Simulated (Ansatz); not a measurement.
Kohn–Sham single points on BGeH3O (`[BH]1[O][GeH2]1`).

```yaml
crystal:
  periodic: [false, false, false]
  atoms:
    - {symbol: B, position_ang: [-0.518277, -1.049475, -0.273493]}
    - {symbol: O, position_ang: [0.613081, -0.992536, 0.356370]}
    - {symbol: Ge, position_ang: [0.028378, 0.870209, -0.018976]}
    - {symbol: H, position_ang: [-1.275373, -1.875261, -0.674207]}
    - {symbol: H, position_ang: [1.206653, 1.462780, -0.810278]}
    - {symbol: H, position_ang: [-0.012362, 1.520284, 1.374386]}
basis:
  gaussian: {orbitals: def2-TZVPP}
hamiltonian: {xc: {name: r2SCAN0}, dispersion: d4}
output: {orbitals: {seedname: orbitals}}
```

```sh
$ ansatz run in.yaml --threads 2 --pin off --events-out ev --progress --plain --max-ram 4352MiB
```

It prints (some lines left out):

```
Functional definition: r2SCAN0
898 factors; their error is unknown
mean field evaluation 1: about -59283.1798 eV, gradient 5.4e1 eV
mean field evaluation 2: about -59255.2267 eV, gradient 1.2e2 eV
mean field evaluation 4: about -59288.5028 eV, gradient 5.6e0 eV
mean field evaluation 8: about -59288.8405 eV, gradient 2.5e-1 eV
mean field -59288.84056831 eV, -2178.8247034660 hartree, gradient 3.7e-5 eV, S^2 0.000000; 0 other end points of the search recorded, 0 dependent functions left out
reference -59288.84057699 eV, -2178.8247037848 hartree; 24, 24 occupied and 128, 128 virtual orbitals, 898 factors
Total energy: -59288.86409779 eV, -2178.8255681584 hartree
```

Run time 2.6 s (2 threads of an AMD EPYC 7B13 on a shared host); peak host memory 0.32 GiB.

The same input with `hamiltonian: {xc: hse06, dispersion: d4}` (abridged; 2 s):

```
Functional definition: HSE06
mean field evaluation 16: about -59281.0149 eV, gradient 3.8e-5 eV
mean field -59281.01489475 eV, -2178.5371152669 hartree, gradient 3.8e-5 eV, S^2 0.000000
Total energy: -59281.08429752 eV, -2178.5396657716 hartree
```

The same input with `hamiltonian: {xc: {name: PBE-QIDH}}` (abridged; 3.5 s):

```
Functional definition: PBE-QIDH
mean field evaluation 16: about -59265.6493 eV, gradient 8.5e-5 eV
mean field -59265.64926890 eV, -2177.9724389321 hartree, gradient 7.7e-6 eV, S^2 0.000000
11 core orbitals not correlated: weight in the atoms' cores, before any rotation towards them, 1.000 or more for the frozen orbitals, at most 0.000 for the correlated occupied ones
second order -18.31406524 eV of doubles, -0.00000000 eV of singles
Total energy: -59271.75396885 eV, -2178.1967825176 hartree
```

Changing it to `hamiltonian: {xc: {name: BLYP}, dispersion: d4}` (abridged; 1.4 s):

```
Functional definition: BLYP
mean field evaluation 16: about -59292.5257 eV, gradient 2.2e-4 eV
mean field -59292.52574630 eV, -2178.9601312591 hartree, gradient 3.3e-5 eV, S^2 0.000000
Total energy: -59292.72589731 eV, -2178.9674866730 hartree
```

Changing it to `hamiltonian: {xc: {name: revPBE}, dispersion: d4}` (abridged; 1.3 s):

```
Functional definition: revPBE
mean field evaluation 16: about -59286.4263 eV, gradient 2.3e-4 eV
mean field -59286.42632157 eV, -2178.7359815347 hartree, gradient 3.0e-5 eV, S^2 0.000000
Total energy: -59286.69622153 eV, -2178.7459001752 hartree
```

With the line `hamiltonian: {xc: {name: B2PLYP}}` (abridged; 3.1 s):

```
Functional definition: B2PLYP
mean field evaluation 16: about -59274.1415 eV, gradient 6.6e-5 eV
mean field -59274.14148710 eV, -2178.2845221947 hartree, gradient 2.8e-6 eV, S^2 0.000000
11 core orbitals not correlated: weight in the atoms' cores, before any rotation towards them, 1.000 or more for the frozen orbitals, at most 0.000 for the correlated occupied ones
second order -19.85489657 eV of doubles, -0.00000000 eV of singles
Total energy: -59279.50245801 eV, -2178.4815342419 hartree
```

HSE06 is the plane-wave form, built on full-range PBE exchange.
